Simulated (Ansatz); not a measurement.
Relaxation of BF$_{3}$H$_{4}$Si (9 atoms, charge 0, multiplicity 1), to a largest force component of 0.03 eV/Å in at most 50 steps.

Computed with UKS B3LYP-D4/def2-SVP (Ansatz).

```xyz
9
Properties=species:S:1:pos:R:3:forces:R:3
B -0.993 0.213 -0.716 -0.34 0.42 -0.69
F 1.475 1.322 -0.809 -0.49 0.87 -0.16
F -0.885 -0.371 -1.902 0.02 -0.02 0.00
F -1.739 1.304 -0.668 0.01 -0.05 0.02
H 1.859 0.510 -0.644 0.48 -0.89 0.13
Si -0.124 -0.570 0.879 0.34 -0.33 0.71
H 0.066 0.424 1.972 -0.01 -0.01 -0.01
H -0.886 -1.740 1.408 -0.02 -0.01 0.01
H 1.226 -1.091 0.480 0.01 0.01 -0.01
```

Q: Where does it end, and by what steps?

A: The run converged. After 18 steps the energy has fallen by 0.089 eV; H5 moved furthest, 1.02 Å.

```csv
step,energy less start (eV),largest force component (eV/Å),accepted
0,0.0000,0.888,yes
1,0.0084,1.530,no
2,-0.0346,0.350,yes
3,-0.0349,0.320,yes
4,-0.0449,0.408,yes
5,-0.0491,0.458,yes
6,-0.0567,0.072,yes
7,-0.0614,0.178,yes
8,-0.0633,0.202,yes
9,-0.0441,1.074,no
10,-0.0693,0.092,yes
11,-0.0710,0.428,yes
12,-0.0723,0.632,yes
13,-0.0753,0.563,yes
14,-0.0841,0.098,yes
15,-0.0877,0.067,yes
16,-0.0882,0.167,yes
17,-0.0887,0.119,yes
18,-0.0894,0.016,yes
```

```xyz
9
Properties=species:S:1:pos:R:3
B -0.773 0.196 -0.674
F 1.430 1.405 -0.719
F -0.331 -0.210 -1.871
F -1.668 1.167 -0.698
H 1.511 0.922 -1.511
Si -0.155 -0.696 1.043
H 0.107 0.330 2.091
H -1.208 -1.630 1.547
H 1.087 -1.483 0.793
```

Run time: 56 s on 2 threads of Arm Neoverse V2, with other jobs on the host, peak memory 0.26 GiB.
